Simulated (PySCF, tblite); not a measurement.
C₉H₈FP.
Z-matrix (Å and degrees, GFN2-xTB geometry), rows numbered from 1:
```
C 
C   1  1.3295
P   2  1.8054  1  120.99
C   3  1.7022  2  100.99  1  -179.87
F   4  1.3578  3  120.52  2    -0.05
C   4  1.4430  3  124.94  2   179.98
C   6  1.3987  4  120.87  3   179.99
C   7  1.3810  6  120.29  4  -179.98
C   8  1.3852  7  120.36  6    -0.00
C   9  1.3883  8  119.80  7     0.05
C  10  1.3778  9  120.22  8    -0.05
H   1  1.0779  2  121.91  3   179.94
H   1  1.0781  2  121.75  3    -0.01
H   2  1.0819  1  120.82  3  -179.93
H   7  1.0798  6  119.67  4     0.04
H   8  1.0800  7  119.62  6   179.99
H   9  1.0797  8  120.17  7  -179.93
H  10  1.0800  9  120.00  8   179.91
H  11  1.0809  6  118.88  4    -0.01
```

Level of theory: PBE0/pcSseg-1 in PySCF (dipole) on a GFN2-xTB geometry, gas phase.

Masses are those of the commonest isotopes; rigid-rotor values at the optimised geometry. The values belong to one conformer with, in the numbering `[CH2:1]=[CH:2]/[P:3]=[C:4](\[F:5])[c:6]1[cH:7][cH:8][cH:9][cH:10][cH:11]1`, C1–C2–P3–C4 180°, P3–C4–C6–C7 180°.

(1) Give the principal moments of inertia and the rotational constants in GHz.

(2) What kind of rotor is it?

(3) What does the inertial defect say?

(4) List the rotational levels J(Ka,Kc) to J = 4 (cm⁻¹).

(5) Which types of transition are allowed, and where do some lines up to J = 4 fall?

Answers

(1) Ia = 172.01, Ib = 1020.24, Ic = 1192.25 u·Å²; 505379 MHz·u·Å²/I gives 2938, 495.4 and 423.9 MHz, that is A = 2.9380, B = 0.4954, C = 0.4239 GHz.

(2) A near-prolate asymmetric top. Ray's parameter κ = (2B − A − C)/(A − C) = -0.943; −1 is the prolate and +1 the oblate limit.

(3) Planar: Δ = Ic − Ia − Ib = 0.00 u·Å². For a rigid frame Δ = −2 Σ m c², so it vanishes when all atoms lie in the ab plane; here none is more than 0.01 Å from it.

(4) Above 0(0,0):
J = 1: 1(0,1) 0.0307, 1(1,1) 0.1121, 1(1,0) 0.1145
J = 2: 2(0,2) 0.0919, 2(1,2) 0.1711, 2(1,1) 0.1782, 2(2,1) 0.4227, 2(2,0) 0.4227
J = 3: 3(0,3) 0.1837, 3(1,3) 0.2595, 3(1,2) 0.2738, 3(2,2) 0.5147, 3(2,1) 0.5149, 3(3,1) 0.9280, 3(3,0) 0.9280
J = 4: 4(0,4) 0.3059, 4(1,4) 0.3772, 4(1,3) 0.4011, 4(2,3) 0.6373, 4(2,2) 0.6380, 4(3,2) 1.0508, 4(3,1) 1.0508, 4(4,1) 1.6294, 4(4,0) 1.6294
Those of J = 1 are B + C, A + C and A + B.

(5) The dipole components are |μa| = 0.88 D, |μb| = 0.13 D, |μc| = 0.00 D; the mirror of this Cs structure is the ab plane, so μc vanishes by symmetry and there are no c-type lines. The squared components, which scale the intensities, stand as 1.00 : 0.02 (a : b). Some lines, for components of 0.1 D or more:

```tsv
type	branch	J(Ka,Kc)	MHz	lower level (cm⁻¹)
a	Q	3(1,2) ← 3(1,3)	429	0.259
a	R	2(1,2) ← 1(1,1)	1767	0.112
a	R	2(0,2) ← 1(0,1)	1837	0.031
b	Q	1(1,0) ← 1(0,1)	2514	0.031
b	Q	3(1,2) ← 3(0,3)	2700	0.184
b	Q	4(1,3) ← 4(0,4)	2855	0.306
b	R	1(1,1) ← 0(0,0)	3362	0.000
a	R	4(1,4) ← 3(1,3)	3531	0.259
a	R	4(3,1) ← 3(3,0)	3680	0.928
a	R	4(2,2) ← 3(2,1)	3691	0.515
b	R	2(1,2) ← 1(0,1)	4210	0.031
b	Q	4(2,2) ← 4(1,3)	7104	0.401
b	Q	3(2,1) ← 3(1,2)	7229	0.274
b	Q	2(2,0) ← 2(1,1)	7330	0.178
b	Q	2(2,1) ← 2(1,2)	7542	0.171
b	Q	3(2,2) ← 3(1,3)	7651	0.259
b	R	2(2,1) ← 1(1,0)	9238	0.115
b	R	3(2,1) ← 2(1,2)	10308	0.171
b	Q	4(3,1) ← 4(2,2)	12374	0.638
b	Q	3(3,0) ← 3(2,1)	12385	0.515
b	Q	3(3,1) ← 3(2,2)	12393	0.515
b	R	4(3,2) ← 3(2,1)	16065	0.515
```

Its GFN2-xTB frequencies are all real (lowest 40 cm⁻¹). Constants of a rigid frame at the computed geometry: no zero-point averaging, no centrifugal distortion.

Hardware: one thread, Arm Neoverse V1 (aarch64), shared host with 32 logical CPUs at a one-minute load of 14. Cost: 64 s of wall time, 0.97 GiB resident at most. This is the PBE0/pcSseg-1 job that gave the dipole, with the shieldings it also computed.
